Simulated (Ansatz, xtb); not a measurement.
Two isomers of FH3SbSi−

Structure a: `F[SiH-][SbH2]`, a singlet. Structure b: `[F][Sb-][SiH3]`, a singlet. Both are isolated ions in the gas phase, relaxed with B3LYP-D3(BJ)/def2-SVPD; the shapes shown needn't be the lowest conformers.

a (Å):

| atom | x (Å) | y (Å) | z (Å) |
| --- | --- | --- | --- |
| F | -0.7353 | 1.4833 | 1.8022 |
| Sb | -0.5869 | -0.2556 | -1.1139 |
| Si | 0.5154 | 0.3729 | 1.3149 |
| H | 0.9105 | -0.8355 | -1.7695 |
| H | -1.0672 | -1.8859 | -0.7484 |
| H | 1.3745 | 1.4155 | 0.5428 |

b (Å):

| atom | x (Å) | y (Å) | z (Å) |
| --- | --- | --- | --- |
| F | -3.0152 | -0.2249 | 2.0341 |
| Sb | -1.4623 | 1.0098 | 1.4302 |
| Si | -1.6275 | 0.3728 | -1.0390 |
| H | -0.5572 | 1.1644 | -1.7554 |
| H | -2.8969 | 0.6950 | -1.7972 |
| H | -1.3641 | -1.0605 | -1.4469 |

Quicker runs give these differences E(b) − E(a): GFN2-xTB −17.8 kcal/mol; HF/STO-3G −5.4 kcal/mol (at GFN2-xTB geometries); r2SCAN-D4/def2-SVPD +2.3 kcal/mol (at GFN2-xTB geometries).

Question: Estimate E(b) − E(a) at the level CCSD(T)/def2-SVPD + ΔMP2/def2-TZVPPD.

Answer: Calculated at CCSD(T)/def2-SVPD + ΔMP2/def2-TZVPPD: E(b) − E(a) = +4.6 kcal/mol, so structure a lies lower.

How the difference moves with the method:

| level | geometry | E(b) − E(a) (kcal/mol) | departure from the last row (kcal/mol) | job, with rough time for the two |
| --- | --- | --- | --- | --- |
| GFN2-xTB | GFN2-xTB | −17.8 | −22.4 | optimisation, 0.68 s |
| HF/STO-3G | GFN2-xTB | −5.4 | −10.1 | single point, 2.7 s |
| r2SCAN-D4/def2-SVPD | GFN2-xTB | +2.3 | −2.4 | single point, 14 s |
| B3LYP-D3(BJ)/def2-SVPD | B3LYP-D3(BJ)/def2-SVPD | +3.9 | −0.8 | optimisation, 3.3 min |
| HF/def2-SVPD | B3LYP-D3(BJ)/def2-SVPD | −1.3 | −6.0 | part of the CCSD(T) run |
| MP2/def2-SVPD | B3LYP-D3(BJ)/def2-SVPD | +0.6 | −4.1 | part of the CCSD(T) run |
| CCSD(T)/def2-SVPD | B3LYP-D3(BJ)/def2-SVPD | +2.4 | −2.2 | single point |
| CCSD(T)/def2-SVPD + ΔMP2/def2-TZVPPD | B3LYP-D3(BJ)/def2-SVPD | +4.6 |  | single point, 1.9 min |

As drawn, b has 1 F–Sb, 2 Si–H in place of 1 F–Si, 2 Sb–H.

GFN2-xTB, HF/STO-3G, HF/def2-SVPD put the two in the other order. The largest departure from CCSD(T)/def2-SVPD + ΔMP2/def2-TZVPPD is that of GFN2-xTB, 22.4 kcal/mol. The last row adds to CCSD(T) the change of the MP2 difference between the two basis sets, here +2.2 kcal/mol.

With harmonic frequencies from B3LYP-D3(BJ)/def2-SVPD (ideal gas, rigid rotor, one conformer each, 298.15 K, 1 atm): on the last row, ΔE + ΔZPE = +6.3, ΔH = +6.2, ΔG = +6.4 kcal/mol.

The correlated steps freeze 10 core orbitals; the filled d shell of Sb is correlated, in a basis made for valence electrons. Atoms past krypton carry core potentials in the def2 sets, other sets are all-electron and non-relativistic, and no spin–orbit term is included. Mirror images aren't counted in ΔG. Codes used: Ansatz 0.2.0, xtb 6.7.1; the last row on 1 thread of AMD EPYC (Zen 3) on a shared host.
